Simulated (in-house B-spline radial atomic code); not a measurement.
Results of a calculation; reference values are marked as such.
**Two electrons in Ge: a Gaussian well −V exp(−r²/w²) with V = 29 meV and w = 74 nm**

For Ge the NSM archive of the Ioffe Institute lists m_l = 1.6 m0, m_t = 0.08 m0 and ε = 16.2; the model takes one isotropic valley with the conductivity mass 3/(1/m_l + 2/m_t) = 0.117 m0, and so misses anisotropy and the other valleys. All triplets below are those of one valley; with several valleys two electrons can form a triplet in the 1s orbital itself, at an energy set by the valley splitting.

Effective-mass model with parabolic bands, a uniform dielectric constant, no image charges, no central-cell or spin-orbit terms. Two-electron levels come from full CI in B-splines with partial waves to l = 5 (up to 0.001 effective hartree above the limit).

Problem. What are the effective units, and what is the potential in them?

Solution. Ha* = 27211.386 meV × 0.117/16.2² = 12.13 meV and a* = 0.0529177 nm × 16.2/0.117 = 7.327 nm. V = 2.39 Ha* and w = 10.1 a*.

In these units the lowest s and p orbitals lie at -2.074578 and -1.870661, and their Coulomb and exchange integrals are J_ss = 0.361182, J_sp = 0.298290 and K_sp = 0.05905. Full CI gives -3.847035 for the ground singlet, -3.722224 for the sp triplet, -3.646819 for the sp singlet and -3.535737 for the lowest triplet of two s orbitals.

Problem. What does it cost to add the second electron, to first order and exactly?

Solution. To first order E = 2ε_s + J_ss = -3.787974, so the charging energy E(2) − 2E(1) is J_ss = 4.382 meV. CI gives -3.847035 − 2 × (-2.074578) = 0.302122, or 3.665 meV: relaxation and correlation lower it by 0.7165 meV, 16.4 % of J_ss. The s² configuration of one-electron orbitals holds 89.6 % of the state, and the mean radius is 21 nm. The second electron is bound by ε_s − E = 21.5 meV, against 25.17 meV for the first.

Problem. How far above the singlet do the triplets lie?

Solution. To first order the sp triplet lies at ε_s + ε_p + J_sp − K_sp = -3.706001, which is 0.9944 meV above 2ε_s + J_ss. CI gives -3.722224 − (-3.847035) = 0.124811, or 1.514 meV, 61 % of the orbital spacing of 2.474 meV. The ss triplet lies 3.776 meV up, so the lower of the two is the sp one, and its gap equals k_BT at 17.6 K. The sp singlet-triplet splitting is 0.9148 meV, against 2K_sp = 1.433 meV.
